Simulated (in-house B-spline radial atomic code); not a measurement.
## Ionising Rb6+ with different functionals

Computed with a B-spline radial code for spherical atoms: scalar-relativistic (spin-free X2C) Hamiltonian, Fermi nucleus of rms radius 4.2036 fm, spin-polarised at highest spin, spherical fractional occupations for the functionals, the average over the highest-spin determinants for Hartree-Fock. The ionisation energy is the difference of two self-consistent energies, [Ar] 3d10 4s2 4p1 → [Ar] 3d10 4s2, without Breit or QED terms; ε is the level of the shell that loses the electron (its least bound occupied spin orbital). There is no spin-orbit coupling in this Hamiltonian.

Hybrids are left out here: with spherical fractional occupations of an open shell their exact exchange keeps a self-interaction that integer-occupation calculations don't have.

```tsv
method	rung	ΔSCF (eV)	-ε(4p) (eV)
Hartree-Fock	Hartree-Fock	97.29	97.52
LDA VWN5	LDA	98.64	91.17
LDA PW92	LDA	98.63	91.15
LDA exchange-only	LDA	97.15	89.76
PBE	GGA	98.18	90.84
PBEsol	GGA	98.23	90.90
BLYP	GGA	98.31	90.84
RPBE	GGA	98.01	90.74
PW91	GGA	98.36	90.99
BP86	GGA	?	?
AM05	GGA	98.23	90.89
OLYP	GGA	98.06	90.92
TPSS	meta-GGA	98.08	90.87
SCAN	meta-GGA	?	?
r2SCAN	meta-GGA	98.11	91.06
revTPSS	meta-GGA	98.00	90.84
```

(1) What does BP86 give?

(2) What does SCAN give?

(3) How do they compare with the NIST value?

Answers

(1) ΔSCF 98.39 eV, and -ε(4p) = 91.02 eV.

(2) ΔSCF 98.19 eV, and -ε(4p) = 91.09 eV.

(3) NIST lists 98.67 eV ± 0.04 (semi-empirical, ground level to ground level). Errors run from -1.52 to -0.03 eV; LDA VWN5 is closest (-0.03 eV), though others lie within the uncertainty of it, and part of that can be cancellation, since the calculations leave out spin-orbit coupling, Breit-QED terms, multiplet and fine-structure energies. Hartree-Fock also lacks correlation.
